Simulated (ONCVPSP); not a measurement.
**Building the ONCV potential for Pd (Z = 46) (PBE, scalar-relativistic).**

```
Element                 : Pd (Z = 46)
Generator               : ONCVPSP 4.0.1
Type                    : optimised norm-conserving Vanderbilt (ONCV)
Functional              : PBE
Relativity              : scalar-relativistic
Frozen core             : [Ar] 3d10
Valence charge          : 18
Reference configuration : 4s2 4p6 4d10
Partial waves           : 4s: rc 1.00 bohr, ncon 3, nbas 6, qcut 5.1 1/bohr, 3 projectors, debl 2.6 Ha; 4p: rc 1.75 bohr, ncon 4, nbas 9, qcut 9.6 1/bohr, 1 projector; 4d: rc 1.45 bohr, ncon 4, nbas 8, qcut 7.5 1/bohr, 2 projectors, debl 1.9 Ha
Local potential         : polynomial inside 0.95 bohr (lpopt 5, dvloc0 6 Ha)
Core correction         : Teter function, fcfact 1.75, rcfact 1.15
```

In the s channel the program set the typed energies aside and used -3.136, 0.250, 2.850 Ha.

Poles of the logarithmic derivatives, all-electron (AE) and pseudo (PS). s: poles at 2.7 (AE) and 2.7 (PS) Ha. p: poles at -1.6 (AE) and -1.6, 4.5 (PS) Ha. d: poles at 1.6 (AE) and 1.6 (PS) Ha. Test radii: s 1.01, p 1.78, d 1.47 bohr.

- Ghost test: no bound ghost flagged; GHOST(+) flagged for s at 514.5 eV
- Configuration tests: 1 of 4 tests not solved or not reliable
- rms error of d²Exc/dni dnj: 2.77 mHa without and 0.98 mHa with the model core
